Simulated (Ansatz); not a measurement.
C5H4, SMILES `C#CC1C=C1` (charge 0, multiplicity 1).

Computed with frozen-core CCSDT(Q)/6-31g // PBE0-D3(BJ)/def2-TZVP (Ansatz, a first-principles code).

Ansatz 0.2 input:
```yaml
crystal:
  periodic: [false, false, false]
  atoms:
    - { symbol: C, position_ang: [2.184825, -0.136608, -0.7912] }
    - { symbol: C, position_ang: [1.128975, -0.064929, -0.220977] }
    - { symbol: C, position_ang: [-0.133141, 0.021156, 0.469365] }
    - { symbol: C, position_ang: [-1.307383, 0.71648, -0.164382] }
    - { symbol: C, position_ang: [-1.379523, -0.565259, -0.136102] }
    - { symbol: H, position_ang: [3.117803, -0.199931, -1.298569] }
    - { symbol: H, position_ang: [-0.036233, 0.039435, 1.554812] }
    - { symbol: H, position_ang: [-1.698585, 1.678258, -0.447528] }
    - { symbol: H, position_ang: [-1.876746, -1.488603, -0.377785] }
basis:
  gaussian: { orbitals: "6-31g" }
correlation:
  method: ccsdt_q
```

Output:

```
Functional definition: HF
1256 factors; integrals over basis functions are off by at most 1.1e-7 eV
mean field evaluation 1: about -5206.7071 eV, gradient 2.3e1 eV
mean field evaluation 2: about -5206.7209 eV, gradient 2.3e1 eV
mean field evaluation 4: about -5208.6271 eV, gradient 1.9e0 eV
mean field evaluation 8: about -5208.6397 eV, gradient 6.8e-3 eV
mean field evaluation 16: about -5208.6264 eV, gradient 7.2e-1 eV
mean field -5208.63968333 eV, -191.4139778194 hartree, gradient 1.6e-6 eV, S^2 0.000000; 0 other end points of the search recorded, 0 dependent functions left out; unrestricted orbitals would lower it
5 core orbitals not correlated
reference -5208.63968333 eV, -191.4139778194 hartree; 12, 12 occupied and 36, 36 virtual orbitals, 1256 factors
second order -12.04634436 eV of doubles, -0.00000000 eV of singles
cycle   1  -12.33674963 eV  change   -2.9e-1 eV  update   1.1e-1
cycle   2  -13.07888727 eV  change   -7.4e-1 eV  update   4.9e-2
cycle   3  -13.43451618 eV  change   -3.6e-1 eV  update   2.4e-2
cycle   4  -13.42222355 eV  change    1.2e-2 eV  update   7.8e-3
cycle   5  -13.42137249 eV  change    8.5e-4 eV  update   4.0e-3
cycle   6  -13.42580478 eV  change   -4.4e-3 eV  update   1.2e-3
cycle   7  -13.42709779 eV  change   -1.3e-3 eV  update   5.2e-4
cycle   8  -13.42688863 eV  change    2.1e-4 eV  update   1.8e-4
cycle   9  -13.42681661 eV  change    7.2e-5 eV  update   7.4e-5
cycle  10  -13.42686073 eV  change   -4.4e-5 eV  update   2.9e-5
cycle  11  -13.42681335 eV  change    4.7e-5 eV  update   1.3e-5
cycle  12  -13.42681645 eV  change   -3.1e-6 eV  update   5.4e-6
cycle  13  -13.42681753 eV  change   -1.1e-6 eV  update   2.1e-6
cycle  14  -13.42681867 eV  change   -1.1e-6 eV  update   8.4e-7
perturbative correction -0.05344047 eV, -0.0019639012 hartree
Total energy: -5222.11994247 eV, -191.9093682057 hartree
```
